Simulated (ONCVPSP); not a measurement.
## Before and after: ONCV potential for manganese (Mn)

* Element: manganese (Mn)
* Generator: ONCVPSP 4.0.1
* Type: optimised norm-conserving Vanderbilt (ONCV)
* Functional: LDA (Perdew-Zunger)
* Relativity: scalar-relativistic
* Frozen core: [Ne] 3s2
* Valence charge: 13
* Reference configuration: 3p6 3d5.5 4s1.5
* Partial waves: 4s: rc 2.30 bohr, ncon 4, nbas 7, qcut 3.3 1/bohr, 3 projectors, debl 2.4 Ha; 3p: rc 1.05 bohr, ncon 5, nbas 9, qcut 16.6 1/bohr, 2 projectors, debl 2.6 Ha; 3d: rc 1.20 bohr, ncon 3, nbas 8, qcut 14.4 1/bohr, 2 projectors, debl 1.3 Ha; f scattering state at 0.16 Ha: rc 2.35 bohr, ncon 4, nbas 9, qcut 4.7 1/bohr, 3 projectors, debl 3.5 Ha
* Local potential: polynomial inside 1.05 bohr (lpopt 5, dvloc0 2 Ha)
* Core correction: polynomial model core, fcfact 0.2

All-electron outer shells of the reference configuration (LDA (Perdew-Zunger), scalar-relativistic, ld1.x):

```csv
shell,level (eV),outermost node (bohr),outermost maximum (bohr)
3s,-83.08,0.34,0.74
3p,-52.24,0.31,0.75
3d,-5.13,–,0.76
4s,-4.78,1.06,2.57
```

Change: s: qcut 2.

Cutoffs: the cutoffs (Ha) at which the residual kinetic energy of the hardest occupied pseudo-wave falls to 1 and 0.1 mHa per electron; they do not see the model core or the augmentation charge, which bear on the density cutoff. Errors are all-electron minus pseudo energies relative to the spin-unpolarised reference configuration.

What does the change do?

The potential gets neither clearly harder nor softer (77 Ha and 95 Ha → 77 Ha and 95 Ha); the p channel sets the loose cutoff, while the largest relative change is in s, which becomes harder; of the 4 tests that both files solve, the error grows in 0 and shrinks in 3 by more than 15 % and 0.3 meV (median size 10.9 → 6.7 meV); the range in which the s phases agree narrows (upper end at the end of the scan → 3.1); neither file shows a bound ghost.

```tsv
quantity	base	changed
cutoff, loose	77 Ha	77 Ha
cutoff, tight	95 Ha	95 Ha
loose cutoff by channel	s 4.0 Ha, p 77 Ha, d 69 Ha	s 9.5 Ha, p 77 Ha, d 69 Ha
bound ghosts	none	none
GHOST(+) flags under 300 eV	s at 62.7 eV	s at 86.0 eV
error for 3p6 3d5 4s2, meV [ΔE 0.51 eV]	-17	-11
error for 3p6 3d5 4s1, meV [ΔE 9.16 eV]	+1.2	+0.9
error for 3p6 3d5 4s0, meV [ΔE 25.04 eV]	+4.5	-2.1
error for 3p6 3d4 4s2 4p1, meV [ΔE 8.42 eV]	-124	-79
s: phases at 2.33 bohr within 0.05 rad from the reference energy up to (Ha; the scan ends near 5)	to the end of the scan	3.1
p: phases at 1.06 bohr within 0.05 rad from the reference energy up to (Ha; the scan ends near 5)	to the end of the scan	to the end of the scan
d: phases at 1.22 bohr within 0.05 rad from the reference energy up to (Ha; the scan ends near 5)	to the end of the scan	to the end of the scan
f: phases at 2.38 bohr within 0.05 rad from the reference energy up to (Ha; the scan ends near 5)	to the end of the scan	to the end of the scan
rms error of d²Exc/dni dnj with the model core, mHa	1.64	1.62
```
